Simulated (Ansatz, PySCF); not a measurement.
Lewis adduct: AlH3 (SMILES [AlH3]) (first 4 atoms) with CHN (SMILES C#N); geometry from B3LYP-D3(BJ)/def2-TZVP, rigid monomers moved along the line of their centres of mass till Al1···N6 is 2.89 Å.
(charge 0, multiplicity 1):
```xyz
7

Al    -0.16157     0.36406     0.26280
H      1.25365     0.82434    -0.29958
H     -1.23650     1.48888     0.59490
H     -0.69082    -1.08215    -0.13618
C      0.97395    -0.46261     4.03834
N      0.65211    -0.23013     2.96956
H      1.27546    -0.68004     5.03934
```

Interaction energies are E(AB) − E(A) − E(B) at the monomers' geometry in the complex; basis-set methods are counterpoise corrected.

Cores are frozen in the correlated methods. CBS(a, b) extrapolates the correlation energy as X⁻³ and adds the Hartree–Fock energy of set b.

Programs: Ansatz (Gaussian orbitals); PySCF for the dispersion terms. 

PBE/def2-TZVPPD gives -9.86 kcal/mol for the interaction energy.

**Question.** How do the other levels lie against it? Give each less PBE: PBE-D3(BJ)/def2-TZVPPD, r2SCAN/def2-TZVPPD, PBE0/def2-TZVPPD, wB97M-V/def2-TZVPPD, MP2/CBS(aug-cc-pV(D+d)Z, aug-cc-pV(T+d)Z), CCSD(T)/CBS(aug-cc-pV(D+d)Z, aug-cc-pV(T+d)Z).

**Answer.** PBE-D3(BJ)/def2-TZVPPD -0.73; r2SCAN/def2-TZVPPD -0.56; PBE0/def2-TZVPPD -0.02; wB97M-V/def2-TZVPPD -0.76; MP2/CBS(aug-cc-pV(D+d)Z, aug-cc-pV(T+d)Z) -1.03; CCSD(T)/CBS(aug-cc-pV(D+d)Z, aug-cc-pV(T+d)Z) -0.66 kcal/mol. 0 of 6 lie above PBE; the widest gap is to MP2/CBS(aug-cc-pV(D+d)Z, aug-cc-pV(T+d)Z).

Ansatz is a program for electronic structure.
